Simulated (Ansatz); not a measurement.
Calculated with Ansatz (gas phase, PBE0-D4/def2-TZVP geometries, no zero-point term in ΔE). CCSD(T)/CBS adds triple-zeta CCSD(T) − MP2 to the extrapolated MP2 energy (def2 sets, frozen cores). DFT in def2-TZVPP. B3LYP here is the variant with VWN-RPA as its local correlation; programs differ in this. For Br outer-core shells are correlated without core-valence functions, which leaves a few kJ/mol of doubt a bond. Scalar relativity is left out up to krypton. Each species was taken in one conformer, which may not be the lowest.

Consider the substitution at a C–C bond: `BCCBr` + `[SiH3]CS` → `BCSC[SiH3]` + `CBr`.

`BCCBr`:

```xyz
10

B     1.276   -0.488    0.516
C    -0.086    0.264    0.547
C    -0.980    0.107   -0.658
Br   -0.154    0.919   -2.230
H     2.120   -0.226    1.322
H     1.466   -1.382   -0.257
H     0.033    1.319    0.814
H    -0.597   -0.180    1.424
H    -1.944    0.603   -0.555
H    -1.134   -0.937   -0.924
```

`[SiH3]CS`:

```xyz
9

Si   -0.815   -0.663    0.250
C     0.848    0.210    0.265
S     0.778    1.781   -0.637
H    -1.830    0.176    0.934
H    -0.721   -1.984    0.932
H    -1.228   -0.883   -1.162
H     1.106    0.478    1.293
H     1.652   -0.422   -0.117
H     0.210    1.308   -1.759
```

`BCSC[SiH3]`:

Z-matrix (Å, degrees):
```
C
S 1 1.795
B 1 1.552 2 114.3
H 1 1.103 2 110.8 3 117.7
H 1 1.097 2 111.1 3 -125.9
C 2 1.812 1 101.2 3 -176.5
H 3 1.195 1 122.4 2 10.5
H 3 1.197 1 118.2 2 -171.5
Si 6 1.880 2 111.3 1 77.9
H 6 1.094 2 109.9 1 -48.2
H 6 1.094 2 106.1 1 -163.2
H 9 1.484 6 109.2 2 65.8
H 9 1.491 6 111.2 2 -173.7
H 9 1.487 6 110.3 2 -53.9
```

`CBr`:

```xyz
5

C    -0.162    0.086    0.026
Br    1.528   -0.812   -0.243
H    -0.875   -0.644    0.398
H    -0.483    0.489   -0.930
H    -0.008    0.881    0.750
```

```tsv
level	ΔE (kJ/mol)	difference from CCSD(T)/CBS
PBE-D4	3.9	-5.4
r2SCAN-D4	6.2	-3.1
PBE0-D4	5.7	-3.6
ωB97X-V	7.4	-1.9
B2PLYP	8.0	-1.3
r2SCAN	7.0	-2.3
B3LYP	7.5	-1.8
HF/CBS(def2)	11.6	2.3
MP2/CBS(def2)	7.8	-1.5
CCSD/CBS(def2)	10.6	1.3
CCSD(T)/CBS	9.3	0
```

Largest T1 diagnostic among the species: 0.011.
